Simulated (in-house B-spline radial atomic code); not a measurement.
**Ionising Cd VIII (Cd7+) with different functionals**

Computed with an all-electron radial atomic-structure program (B-spline basis): scalar-relativistic (spin-free X2C) Hamiltonian, Fermi nucleus of rms radius 4.6087 fm, spin-polarised at highest spin, spherical fractional occupations for the functionals, and exact exchange of hybrids averaged over the configuration. The ionisation energy is the difference of two self-consistent energies, [Kr] 4d5 → [Kr] 4d4, without Breit or QED terms; ε is the level of the shell that loses the electron (its least bound occupied spin orbital). There is no spin-orbit coupling in this Hamiltonian.

```csv
method,rung,ΔSCF (eV),-ε(4d) (eV)
PBE0,global hybrid,131.59,124.22
B3LYP,global hybrid,131.39,123.45
TPSSh,global hybrid,?,?
BHandHLYP,global hybrid,131.44,126.85
r2SCAN0,global hybrid,?,?
B97-1,global hybrid,131.24,123.40
HSE06,range-separated hybrid,131.55,123.77
wB97X,range-separated hybrid,131.09,126.30
CAM-B3LYP,range-separated hybrid,131.33,125.42
LC-wPBE,range-separated hybrid,131.41,126.69
```

**Question.** What does r2SCAN0 give?

**Answer.** ΔSCF 132.12 eV, and -ε(4d) = 124.83 eV.

**Question.** What does TPSSh give?

**Answer.** ΔSCF 131.50 eV, and -ε(4d) = 122.48 eV.

**Question.** Among the functionals, which spreads more, the ΔSCF values or the orbital energies?

**Answer.** The orbital energies: ΔSCF values span about 1.03 eV and the orbital energies 4.36 eV; here energy differences depend much less on the functional than eigenvalues do.

**Question.** How do they compare with the NIST value?

**Answer.** NIST lists 130 eV ± 2.1 (tabulated theory, ground level to ground level). Errors run from +0.99 to +2.02 eV; all lie within about twice that uncertainty, so the table can't rank the methods.
